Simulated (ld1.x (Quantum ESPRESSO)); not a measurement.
**tungsten: excitation energies, all-electron against PAW**

ld1.x (Quantum ESPRESSO) 7.5 input, shortened:

```
&input
   title='W', zed=74., rel=1, dft='PBE', iswitch=3,
   config='[Xe] 4f14 5d4.5 6s1.5 6p0'
 /
 &inputp
   pseudotype=3, lpaw=.true., tm=.true., lloc=-2, rcloc=2.40,
   nlcc=.true., new_core_ps=.true., rcore=1.05,
   which_augfun='BESSEL', rmatch_augfun=1.40
 /
6
6S  1  0   1.50   0.00  2.55  2.70  0.0
6S  1  0   0.00   4.75  2.55  2.70  0.0
6P  2  1   0.00   0.00  3.25  4.05  0.0
6P  2  1   0.00   0.25  3.25  4.05  0.0
5D  3  2   4.50   0.00  1.80  2.35  0.0
5D  3  2   0.00   0.60  1.80  2.35  0.0
 &test
   configts(1)='5d4.5 6s1.5 6p0'
 /
```

Energies are relative to the spin-unpolarised reference configuration 5d4.5 6s1.5 6p0; without spin polarisation the order of configurations can differ from experiment.

```
valence configuration  charge  ΔE all-electron (eV)  error AE − PS (meV)
          5d4 6s2 6p0       0                -0.695                 -2.0
          5d4 6s0 6p0      +2                23.868                  -29
          5d3 6s2 6p0      +1                 8.135                  -51
          5d3 6s2 6p1       0                 3.323                  -18
          5d4 6s0 6p1      +1                13.641                 -7.3
```

Task: What are ΔE and the potential's error for 5d3 6s0 6p0?

Result: ΔE = 49.250 eV all-electron; the error (AE − PS) is -252 meV.

Task: What are ΔE and the potential's error for 5d4 6s1 6p0?

Result: ΔE = 8.188 eV all-electron; the error (AE − PS) is -7.5 meV.

Levels in the configuration 5d4 6s0 6p0:

| level | all-electron (eV) | pseudo (eV) |
| --- | --- | --- |
| 5d | -19.881 | -19.960 |
